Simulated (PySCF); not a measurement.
Isomers of C3H15NSi3, mass 149.051 u with the commonest isotopes. The calculation used PBE0/pcSseg-1 in PySCF (dipole) on a GFN2-xTB geometry, gas phase. One conformer each, none proved a minimum here; rigid rotors.

Task: Order these by dipole moment, largest first.
A. `[CH3:1][C@H:2]([SiH2:3][NH2:4])[SiH2:5][CH2:6][SiH3:7]` with C1–C2–Si3–N4 166°, C2–Si3–N4–H -178° and 46°, C1–C2–Si5–C6 -62°, C2–Si5–C6–Si7 178°
B. `[CH3:1][N:2]([CH3:3])[Si:4]([CH3:5])([SiH3:6])[SiH3:7]` with C1–N2–Si4–C5 -169°
C. `[CH3:1][C@@H:2]([SiH3:3])[Si@@H:4]([NH2:5])[CH2:6][SiH3:7]` with C1–C2–Si4–N5 62°, C2–Si4–N5–H -53° and 169°, C2–Si4–C6–Si7 -55°
D. `[CH3:1][N:2]([CH3:3])[CH2:4][SiH2:5][SiH2:6][SiH3:7]` with C1–N2–C4–Si5 -70°, N2–C4–Si5–Si6 -33°, C4–Si5–Si6–Si7 -6°

Result: D (1.99 D), C (1.70 D), B (1.44 D), A (0.37 D).

Task: Order these by out-of-plane moment Σ m c² = (Ia + Ib − Ic)/2, smallest first.
A. `[CH3:1][C@H:2]([SiH2:3][NH2:4])[SiH2:5][CH2:6][SiH3:7]` with C1–C2–Si3–N4 166°, C2–Si3–N4–H -178° and 46°, C1–C2–Si5–C6 -62°, C2–Si5–C6–Si7 178°
B. `[CH3:1][N:2]([CH3:3])[CH2:4][SiH2:5][SiH2:6][SiH3:7]` with C1–N2–C4–Si5 -70°, N2–C4–Si5–Si6 -33°, C4–Si5–Si6–Si7 -6°
C. `[CH3:1][N:2]([CH3:3])[SiH2:4][Si@H:5]([CH3:6])[SiH3:7]` with C1–N2–Si4–Si5 164°, N2–Si4–Si5–C6 -51°
D. `[CH3:1][C@@H:2]([SiH3:3])[Si@@H:4]([NH2:5])[CH2:6][SiH3:7]` with C1–C2–Si4–N5 62°, C2–Si4–N5–H -53° and 169°, C2–Si4–C6–Si7 -55°
E. `[CH3:1][N:2]([CH3:3])[Si:4]([CH3:5])([SiH3:6])[SiH3:7]` with C1–N2–Si4–C5 -169°

Result: A (28.26 u·Å²), C (47.39 u·Å²), B (63.00 u·Å²), D (65.04 u·Å²), E (141.84 u·Å²).

Task: Order these by rotational constant C, largest first.
A. `[CH3:1][N:2]([CH3:3])[SiH2:4][Si@H:5]([CH3:6])[SiH3:7]` with C1–N2–Si4–Si5 164°, N2–Si4–Si5–C6 -51°
B. `[CH3:1][N:2]([CH3:3])[CH2:4][SiH2:5][SiH2:6][SiH3:7]` with C1–N2–C4–Si5 -70°, N2–C4–Si5–Si6 -33°, C4–Si5–Si6–Si7 -6°
C. `[CH3:1][C@@H:2]([SiH3:3])[Si@@H:4]([NH2:5])[CH2:6][SiH3:7]` with C1–C2–Si4–N5 62°, C2–Si4–N5–H -53° and 169°, C2–Si4–C6–Si7 -55°
D. `[CH3:1][C@H:2]([SiH2:3][NH2:4])[SiH2:5][CH2:6][SiH3:7]` with C1–C2–Si3–N4 166°, C2–Si3–N4–H -178° and 46°, C1–C2–Si5–C6 -62°, C2–Si5–C6–Si7 178°
E. `[CH3:1][N:2]([CH3:3])[Si:4]([CH3:5])([SiH3:6])[SiH3:7]` with C1–N2–Si4–C5 -169°

Result: E (902.5 MHz), B (809.0 MHz), C (717.3 MHz), A (581.8 MHz), D (491.5 MHz).

```json
{"SMILES": "CN(C)[Si](C)([SiH3])[SiH3]", "point group": "C1", "Ia (u·Å²)": "411.88", "Ib (u·Å²)": "431.78", "Ic (u·Å²)": "559.98", "κ": "0.65", "μa (D)": "1.22", "μb (D)": "0.56", "μc (D)": "0.51"}
{"SMILES": "CN(C)C[SiH2][SiH2][SiH3]", "point group": "C1", "Ia (u·Å²)": "342.24", "Ib (u·Å²)": "408.46", "Ic (u·Å²)": "624.71", "κ": "0.28", "μa (D)": "1.98", "μb (D)": "0.23", "μc (D)": "0.04"}
{"SMILES": "C[C@H]([SiH2]N)[SiH2]C[SiH3]", "point group": "C1", "Ia (u·Å²)": "172.29", "Ib (u·Å²)": "912.46", "Ic (u·Å²)": "1028.22", "κ": "-0.95", "μa (D)": "0.17", "μb (D)": "0.10", "μc (D)": "0.32"}
{"SMILES": "CN(C)[SiH2][Si@H](C)[SiH3]", "point group": "C1", "Ia (u·Å²)": "186.19", "Ib (u·Å²)": "777.24", "Ic (u·Å²)": "868.64", "κ": "-0.94", "μa (D)": "1.22", "μb (D)": "0.92", "μc (D)": "0.04"}
{"SMILES": "C[C@@H]([SiH3])[Si@@H](N)C[SiH3]", "point group": "C1", "Ia (u·Å²)": "306.80", "Ib (u·Å²)": "527.80", "Ic (u·Å²)": "704.51", "κ": "-0.48", "μa (D)": "0.01", "μb (D)": "1.69", "μc (D)": "0.21"}
```
